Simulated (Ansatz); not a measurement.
Gas-phase electronic energies from Ansatz, PBE0-D4/def2-TZVP geometries. CCSD(T)/CBS is the MP2 limit (def2-TZVPP, def2-QZVPP) plus CCSD(T) − MP2 in def2-TZVPP, frozen cores. DFT in def2-TZVPP. B3LYP here is the variant with VWN-RPA as its local correlation; programs differ in this. Elements past krypton have def2 core potentials. For Ge, In outer-core shells are correlated without core-valence functions, which leaves a few kJ/mol of doubt a bond. Scalar relativity is left out up to krypton. One conformer a species, not always the lowest.

Reaction (cleavage of the Ge–In bond): `[Cl][In]([Cl])[GeH3]` + `OCS` → `OC[S][GeH3]` + `[Cl][InH][Cl]`

`[Cl][In]([Cl])[GeH3]`:

Cartesian coordinates in Å:
```
Cl 2.795 -0.109 -1.660
In 1.015 0.719 -0.411
Cl 1.273 2.998 -0.018
Ge -0.984 -0.698 0.412
H -1.746 0.083 1.487
H -0.455 -2.020 0.980
H -1.898 -0.974 -0.789
```

`OCS`:

```xyz
7

O     0.381    1.079   -0.486
C     0.255   -0.120    0.236
S    -0.578   -1.365   -0.751
H     0.795    1.732    0.088
H     1.230   -0.565    0.471
H    -0.294    0.025    1.172
H    -1.789   -0.786   -0.730
```

`OC[S][GeH3]`:

Cartesian coordinates in Å:
```
O -1.698 0.776 0.984
C -0.343 0.638 1.266
S 0.786 1.203 -0.060
Ge 0.838 -0.631 -1.301
H -1.916 0.239 0.216
H -0.130 1.288 2.115
H -0.073 -0.389 1.539
H 1.679 -0.307 -2.539
H -0.593 -1.025 -1.722
H 1.450 -1.793 -0.498
```

`[Cl][InH][Cl]`:

Cartesian coordinates in Å:
```
Cl -1.121 -0.409 1.842
In -0.112 0.054 -0.187
Cl 2.191 -0.105 -0.059
H -0.958 0.460 -1.596
```

Problem. Is it downhill or uphill in electronic energy at CCSD(T)/CBS, and by how much? (Estimate.)

Solution. Computed: Uphill: ΔE = +17.9 kJ/mol.

Problem. What do these levels give: r2SCAN-D4, B3LYP-D4, MP2/def2-TZVPP, HF/def2-QZVPP, MP2/def2-QZVPP, MP2/CBS(def2)? (Best estimate.)

Solution. Ansatz gave: r2SCAN-D4 12.3, B3LYP-D4 17.9, MP2/def2-TZVPP 15.8, HF/def2-QZVPP 13.9, MP2/def2-QZVPP 17.8, MP2/CBS(def2) 19.1 kJ/mol.

Largest T1 diagnostic among the species: 0.013.

The D4 term adds −4.5 kJ/mol with B3LYP and −2.2 kJ/mol with PBE0; it sums over pairs of atoms, weighted by their polarisabilities, and B3LYP, whose exchange is more repulsive, gets the larger term.
